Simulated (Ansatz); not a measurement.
Consider the ligand exchange at the Si–O bond: `F[SiH2]OBS` + PH₃ → `F[SiH2]P` + `OBS`.

Computed with Ansatz on PBE0-D4/def2-TZVP structures; ΔE is electronic, products minus reactants. CCSD(T)/CBS is the MP2 limit (def2-TZVPP, def2-QZVPP) plus CCSD(T) − MP2 in def2-TZVPP, frozen cores. This one scheme is used for every species. DFT in def2-TZVPP. B3LYP here is the variant with VWN-RPA as its local correlation; programs differ in this. Each species was taken in one conformer, which may not be the lowest.

`F[SiH2]OBS`:

Z-matrix (Å, degrees):
```
Si
O 1 1.624
F 1 1.598 2 110.2
H 1 1.475 2 108.7 3 117.8
H 1 1.475 2 108.7 3 -117.8
B 2 1.353 1 147.3 3 0.2
S 6 1.800 2 125.3 1 0.0
H 6 1.195 2 119.1 1 180.0
H 7 1.345 6 98.3 2 -0.0
```

PH₃:

Cartesian coordinates in Å:
```
P 0.562 -0.073 0.127
H 0.112 0.507 -1.088
H -0.314 0.716 0.918
H -0.359 -1.150 0.043
```

`F[SiH2]P`:

Z-matrix (Å, degrees):
```
Si
P 1 2.244
F 1 1.602 2 108.5
H 1 1.484 2 108.5 3 -117.4
H 1 1.484 2 114.2 3 119.2
H 2 1.423 1 90.5 3 179.8
H 2 1.421 1 93.9 3 -86.8
```

`OBS`:

Z-matrix (Å, degrees):
```
B
S 1 1.813
O 1 1.351 2 121.4
H 1 1.193 2 120.6 3 -180.0
H 2 1.340 1 96.0 3 180.0
H 3 0.961 1 115.3 2 0.0
```

```json
{"level": "B3LYP-D4", "ΔE (kJ/mol)": "94.8", "difference from CCSD(T)/CBS": "3.5"}
{"level": "ωB97X-V", "ΔE (kJ/mol)": "89.4", "difference from CCSD(T)/CBS": "-1.9"}
{"level": "ωB97M-V", "ΔE (kJ/mol)": "91.4", "difference from CCSD(T)/CBS": "0.1"}
{"level": "PBE0", "ΔE (kJ/mol)": "75.1", "difference from CCSD(T)/CBS": "-16.2"}
{"level": "B3LYP", "ΔE (kJ/mol)": "91.4", "difference from CCSD(T)/CBS": "0.1"}
{"level": "MP2/def2-TZVPP", "ΔE (kJ/mol)": "94.6", "difference from CCSD(T)/CBS": "3.3"}
{"level": "CCSD(T)/def2-TZVPP", "ΔE (kJ/mol)": "93.4", "difference from CCSD(T)/CBS": "2.1"}
{"level": "SCS-MP2/def2-QZVPP", "ΔE (kJ/mol)": "98.2", "difference from CCSD(T)/CBS": "6.9"}
{"level": "HF/CBS(def2)", "ΔE (kJ/mol)": "114.7", "difference from CCSD(T)/CBS": "23.4"}
{"level": "CCSD/CBS(def2)", "ΔE (kJ/mol)": "94.3", "difference from CCSD(T)/CBS": "3.0"}
{"level": "CCSD(T)/CBS", "ΔE (kJ/mol)": "91.3", "difference from CCSD(T)/CBS": "0"}
```

Largest T1 diagnostic among the species: 0.013.

From PBE to PBE0 (25 % exact exchange), in def2-TZVPP and without D4, ΔE moves by +6.8 kJ/mol. The D4 term adds +3.4 kJ/mol with B3LYP and +2.1 kJ/mol with PBE0; it sums over pairs of atoms, weighted by their polarisabilities, and B3LYP, whose exchange is more repulsive, gets the larger term.
